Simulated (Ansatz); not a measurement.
One change: `CC(C)[O][GaH][OH]` becomes `CC(C)[O][Ge][Cl]`.

Ansatz, PBE0-D4/def2-TZVP geometries, multiplicity 1. Each molecule was computed in one conformer, which needn't be the lowest.

Scalar relativity is left out up to krypton.

| property | `CC(C)[O][GaH][OH]` |
| --- | --- |
| LUMO energy (PBE/def2-TZVPP) / eV | -1.28 |
| size of the dipole moment (B3LYP/def2-TZVPP) / D | 1.99 |
| HOMO energy (PBE0/def2-TZVPP) / eV | -7.85 |
| HOMO–LUMO gap (PBE/def2-TZVPP) / eV | 5.05 |
| HOMO–LUMO gap (PBE0/def2-TZVPP) / eV | 7.35 |
| HOMO energy (B3LYP/def2-TZVPP) / eV | -7.62 |

Question: What does the change do to each property? (Estimate.)

Answer: Computed: 
```json
{"property": "LUMO energy (PBE/def2-TZVPP) / eV", "`CC(C)[O][Ge][Cl]`": "-2.89", "shift": "-1.61"}
{"property": "size of the dipole moment (B3LYP/def2-TZVPP) / D", "`CC(C)[O][Ge][Cl]`": "1.56", "shift": "-0.43"}
{"property": "HOMO energy (PBE0/def2-TZVPP) / eV", "`CC(C)[O][Ge][Cl]`": "-7.75", "shift": "0.10"}
{"property": "HOMO–LUMO gap (PBE/def2-TZVPP) / eV", "`CC(C)[O][Ge][Cl]`": "3.68", "shift": "-1.37"}
{"property": "HOMO–LUMO gap (PBE0/def2-TZVPP) / eV", "`CC(C)[O][Ge][Cl]`": "5.60", "shift": "-1.75"}
{"property": "HOMO energy (B3LYP/def2-TZVPP) / eV", "`CC(C)[O][Ge][Cl]`": "-7.56", "shift": "0.06"}
```

With PBE0 the HOMO rises by 0.10 eV and the LUMO falls by 1.66 eV, so the gap narrows by about 1.76 eV. PBE moves the HOMO by -0.23 eV and ωB97M-V by 0.36 eV. Dipoles are sizes alone; their direction can turn.

B3LYP here is the variant with VWN-RPA as its local correlation; programs differ in this.
